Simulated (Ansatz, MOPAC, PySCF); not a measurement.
Noncovalent pair: HF (SMILES F) (first 2 atoms) with C4H6 (SMILES C=CC=C); geometry from B3LYP-D3(BJ)/def2-TZVP, rigid monomers moved along the line of their centres of mass till H2···C3 is 2.01 Å.
(charge 0, multiplicity 1):
```xyz
12

F      0.5360     0.0197     0.2479
H      0.6546     0.2495     1.1478
C      1.1373     1.3046     2.7860
C      0.6899     0.1127     3.1996
C     -0.7026    -0.1892     3.4802
C     -1.1304    -1.3834     3.8898
H      0.4631     2.1415     2.6451
H      2.1882     1.4831     2.6028
H      1.3969    -0.7000     3.3418
H     -1.4133     0.6196     3.3393
H     -2.1758    -1.5737     4.0905
H     -0.4437    -2.2092     4.0340
```

Interaction energies are E(AB) − E(A) − E(B) at the monomers' geometry in the complex; basis-set methods are counterpoise corrected. Rows marked so take none.

Frozen-core correlation. Rows in 6-31G* carry no dispersion term and start afresh at each structure (6-31G* with six Cartesian d functions). The state that PM3 reach isn't checked.

Programs: Ansatz (Gaussian orbitals); MOPAC for PM3 (differences of heats of formation); PySCF for 6-31G* rows. 

Question: What is the computed interaction energy (HF/6-31G* (no counterpoise))?

Answer: -1.6 kcal/mol

Question: What interaction energy does PM3 give?

Answer: 0.0 kcal/mol

Question: Estimate the interaction energy that CCSD(T)/aug-cc-pVDZ returns for this input.

Answer: -2.6 kcal/mol

Ansatz is a program for electronic structure.
